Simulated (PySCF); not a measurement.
trifluorosilylmethanol (CH3F3OSi), SMILES OC[Si](F)(F)F. Heavy atoms are numbered as in [OH:1][CH2:2][Si:3]([F:4])([F:5])[F:6]. Hydrogens are named by the atom that carries them.

The structure is a stationary point at PBE0-D3(BJ)/def2-SVP. The values are those of a single conformer.

Computed with PBE0/pcSseg-1 run with PySCF.

GIAO shieldings, no solvent; atoms alike by connectivity are averaged. δ = σ(ref) − σ: ¹⁷O against H2O (σ = 334.2 ppm); ¹³C against TMS (σ = 186.3 ppm); ²⁹Si against TMS (σ = 352.7 ppm); ¹⁹F against CFCl3 (σ = 167.2 ppm); ¹H against TMS (σ = 31.56 ppm), references at their B3LYP-D3(BJ)/def2-TZVP geometries, non-relativistic.

Computed chemical shifts:
```tsv
nucleus	atoms	count	δ (ppm)
¹⁷O	O1 (OH)	1	-13.4
¹³C	C2 (CH2)	1	50.1
²⁹Si	Si3	1	-55.3
¹⁹F	F4	3	-156.1
¹H	H on C2	2	3.89
¹H	H on O1	1	-0.10
```
